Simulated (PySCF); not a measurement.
Several compounds and their computed core spectra got separated.

Computed with delta-SCF UKS SCAN, pcX-2 on the ionised atom, pcseg-1 elsewhere, spin-free X2C in PySCF 2.14.0. Geometries: PBE0-D3(BJ)/def2-SVP; isolated species, one conformer each.

Line lists (1s up to Mg, 2p3/2 beyond; areas count atoms within a level, one atom standing for each set equivalent by bonding):
1. C 1s: 290.79 (area 1), 291.67 (area 1) eV; P 2p3/2: 136.29 eV
2. C 1s: 291.09 (area 1), 291.53 (area 1) eV; N 1s: 406.16 eV; O 1s: 539.35 eV
3. C 1s: 284.83 (area 1), 285.94 (area 2) eV; Si 2p3/2: 99.28 eV

Structures:
A. `C(C)#P` (C2H3P)
B. `CC(C)[SiH2-]` ([C3H9Si]-)
C. `C/C=N\O` (C2H5NO)

Q: Which list belongs to which compound?

A: 
- 1 = A: no other candidate has this set of levels. C 1s: 290.79 triply bonded carbon, 291.67 methyl carbon; P 2p3/2: 136.29 phosphorus bonded to C.
- 2 = C: no other candidate has this set of levels. C 1s: 291.09 methyl carbon, 291.53 C=N carbon; N 1s: 406.16 oxime nitrogen; O 1s: 539.35 hydroxyl oxygen.
- 3 = B: no other candidate has this set of levels. C 1s: 284.83 sp3 carbon bound to silicon, 285.94 methyl carbon (×2); Si 2p3/2: 99.28 silicon bonded to C and 2 H.

2p3/2 and 2p1/2 are the ΔSCF energy of one spin-free 2p hole plus the eigenvalues of a spin–orbit and ligand-field matrix of the shell. 1 of these hole states is spin-contaminated (⟨S²⟩ 1.00, against 0.75; counted from 0.85) and less certain.
